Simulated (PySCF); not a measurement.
## How the method changes the constants of FeF

State: ⁶Δ (sextet), unpaired electrons σ ↑↑, π ↑↑, δ ↑. Set-up: Fe def2-TZVPP, F def2-TZVPP; no relativity (PySCF 2.14). De refers to Fe (3d6 4s2) + F in their high-spin ground configurations, without counterpoise correction. The functionals are run spin-unrestricted. A positive dipole means Fe(−)F(+).

```csv
Level,Re (Å),ωe (cm⁻¹),De (eV),μ (D),"CPU s a point (SCF and correlation, without the integrals)"
UHF,1.815,648,n/a,-2.98,2.6
UHF-MP2,1.786,651,n/a,n/a,4.7
UHF-SCS-MP2,1.794,646,n/a,n/a,n/a
PBE,1.780,641,n/a,-1.66,2.3
PW91,1.778,643,n/a,-1.66,1.5
r²SCAN,1.769,669,n/a,-1.88,3.1
r²SCANh,1.770,672,n/a,-2.09,4.3
PBE0,1.777,660,n/a,-2.22,5.6
M06-2X,1.803,649,n/a,-2.55,4.7
ωB97X,1.780,663,n/a,-2.16,6.6
B2PLYP,1.784,653,n/a,-2.66,4.9
```

(1) What does a quarter of exact exchange do here, going from PBE to PBE0?

Correlated steps freeze 6 core orbitals. De is left out where the level can put another filling of the metal’s s and d shells below the measured ground configuration, by anything from nothing to about 1 eV. B2PLYP dipoles, levels and charges come from its SCF part alone. With d or f electrons several states lie close, and the lowest PBE0 determinant need not be the measured ground state.

The whole job (state search and all levels along the bond) took about 19 min on 1 thread of AMD EPYC 7R43 64-Core (shared host), peak memory 2.7 GiB.

## Answers

(1) PBE0 less PBE: -0.3 pm in Re, +3.0 % in ωe. Exact exchange removes part of the self-interaction that spreads semilocal densities, and in most molecules shortens and stiffens the bond and lowers De; so it does here.
